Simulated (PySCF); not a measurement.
4,4-dichlorobut-1-yne (C₄H₄Cl₂), SMILES C#CCC(Cl)Cl.

The structure is a stationary point at B3LYP-D3(BJ)/def2-SVP. Other conformers were not sampled.

Two levels are set side by side: PBE/def2-TZVP (PySCF) and r2SCAN/def2-TZVP (PySCF). Same geometry, gas phase. Differences are taken from unrounded values.

```csv
quantity,PBE
orbital gap (eV),5.41
highest occupied level (eV),-6.91
lowest empty level (eV),-1.50
dipole moment (D),1.56
mean polarisability (bohr³),71.5
```

Q: These are the PBE values. What does r2SCAN give? (The exact figures need the calculation; the answer reports its results.)

A: 
| quantity | r2SCAN | PBE minus r2SCAN |
|---|---|---|
| orbital gap (eV) | 5.84 | -0.43 |
| highest occupied level (eV) | -7.16 | 0.25 |
| lowest empty level (eV) | -1.33 | -0.18 |
| dipole moment (D) | 1.69 | -0.12 |
| mean polarisability (bohr³) | 70.1 | 1.3 |

Rough cost on one machine, each run with all the roots and properties that it gave: r2SCAN against PBE about 3 times.
